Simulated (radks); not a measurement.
Species: Zr2+. Configuration: [Ar] 3d10 4s1 4p6 4d2 5s1 (not the ground configuration). All-electron calculation, scalar-relativistic Kohn-Sham, PBE, spin-polarised, spherical densities, point nucleus; open shells are filled with parallel spins first (spin-orbit coupling, left out, can overturn this in heavy ions). Program: a radial shooting solver on a logarithmic mesh with Libxc functionals.

X-ray form factor f0, the Fourier transform of the density (f0(0) = 38):

| sin(theta)/lambda (1/angstrom) | f0 (electrons) |
|---|---|
| 0.05 | 37.354 |
| 0.1 | 35.666 |
| 0.15 | 33.457 |
| 0.2 | 31.153 |
| 0.25 | 28.968 |
| 0.3 | 26.973 |
| 0.4 | 23.591 |
| 0.5 | 20.916 |
| 0.6 | 18.714 |
| 0.8 | 14.997 |
| 1 | 11.881 |
| 1.25 | 9.014 |
| 1.5 | 7.248 |
| 2 | 5.554 |
